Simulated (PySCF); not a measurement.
C₂H₈FNSi₂, SMILES F[Si@H](C=C)N[SiH3]. Atoms are numbered in the order given.

```xyz
14

C      2.0754    -0.1066     1.2152
C      1.8335     0.3154    -0.0340
Si     0.1777     0.9558    -0.5878
F      0.0158     0.5088    -2.1526
N     -1.0847     0.3101     0.3961
Si    -1.3804    -1.3552     0.8563
H      1.2940    -0.1083     1.9837
H      3.0602    -0.4697     1.5301
H      2.6580     0.2971    -0.7592
H      0.0563     2.4361    -0.5713
H     -1.8328     0.9646     0.6161
H     -1.1341    -1.5916     2.3113
H     -0.4662    -2.2240     0.0694
H     -2.8006    -1.7158     0.5746
```

Coordinates come from a B3LYP-D3(BJ)/def2-SVP optimisation. The structure was generated by enumeration; whether it is a known compound was not checked. The values are those of a single conformer.

Method: SMD-ωB97X/6-31G* in PySCF.

Solvation free energies are E(SMD) − E(gas) at the gas-phase geometry, for 1 M in both phases. In vacuum the dipole moment is 1.93 D.

Task: Estimate the solvation free energies in water, N,N-dimethylformamide, ethylethanoate. (An estimate is asked for; the answer gives what the named calculation found.)

Result: 
```
solvent                ΔG(solv) (kcal/mol)  its non-electrostatic (CDS) part  dipole (D)
---------------------  -------------------  --------------------------------  ----------
water                                  0.7                               5.7        2.44
N,N-dimethylformamide                 -2.9                               1.9        2.43
ethylethanoate                        -3.0                               0.8        2.31
```
